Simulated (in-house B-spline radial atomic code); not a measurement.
RPA and G0W0 for neutral silver, [Kr] 4d10 5s1, highest spin, as one setting changes: the share of exact exchange in the PBE hybrid start. A dash marks a level of low quasi-particle weight. Computed with a B-spline radial code for spherical atoms: all electrons, scalar-relativistic (spin-free one-electron X2C), finite nucleus, each spin shell either full or empty, empty states to l = 9 with an (l + 1/2)⁻⁴ tail; G0W0 by contour deformation at full frequency.

RPA overbinds a lone outer s electron by self-correlation, and G0W0 tends to as well.

| share of exact exchange in the PBE hybrid start | mean-field level (eV) | G0W0 level (eV) | RPA correlation (Eh) |
| --- | --- | --- | --- |
| 0 | -4.729 | - | -3.68 |
| 0.1 | ? | ? | ? |
| 0.2 | -5.197 | 5s up -7.890 | -3.6029 |
| 0.3 | -5.428 | 5s up -7.863 | -3.5668 |
| 0.4 | -5.658 | 5s up -7.824 | -3.5322 |
| 0.5 | -5.886 | 5s up -7.778 | -3.4987 |
| 0.6 | -6.111 | 5s up -7.728 | -3.4665 |
| 0.7 | -6.335 | 5s up -7.674 | -3.4353 |
| 0.8 | -6.556 | 5s up -7.619 | -3.4051 |
| 0.9 | ? | ? | ? |
| 1 | -6.992 | 5s up -7.507 | -3.3474 |

Question: What belongs in the row for 0.9?

Answer: mean-field level (eV): -6.775; G0W0 level (eV): 5s up -7.563; RPA correlation (Eh): -3.3758.

Question: What belongs in the row for 0.1?

Answer: mean-field level (eV): -4.964; G0W0 level (eV): 5s up -7.896; RPA correlation (Eh): -3.6405.
